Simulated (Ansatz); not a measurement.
Species: CdTe, charge 0, singlet. CdTe (SMILES [Cd]=[Te]).
B3LYP-D3(BJ)/def2-TZVP minimum from Ansatz (a program for electronic structure):
```
Cd
Te 1 2.5846
```

Atomisation energy term by term, kcal/mol (programs: Ansatz). Radicals and triplets start from unrestricted determinants; spin-orbit coupling is neglected. Correlated methods leave the cores frozen (noble-gas shells, and filled d and f shells in the p block). Past Kr the def2 sets carry scalar-relativistic core potentials. CBS(X,Y): correlation extrapolated as X^-3, Hartree-Fock from the larger set. A bracket is a step between two methods taken in the basis named. Spin-orbit terms, left out, reach several kcal/mol for Br and I, and more for heavier atoms. The restricted determinant of CdTe ([Cd]=[Te], singlet) is unstable towards broken spin symmetry in at least one set run.

| term | basis | kcal/mol |
|---|---|---|
| Hartree-Fock | def2-QZVPP | -12.13 |
| CCSD correlation | CBS(def2-TZVPP,def2-QZVPP) | 23.27 |
| (T) | CBS(def2-TZVPP,def2-QZVPP) | 4.59 |
| CCSDT(Q) - CCSD(T) | def2-TZVPP | 0.52 |
| sum: De |  | 16.3 |

The step beyond CCSD(T) by other levels: CCSDT(Q) in def2-SVP 0.64 kcal/mol.
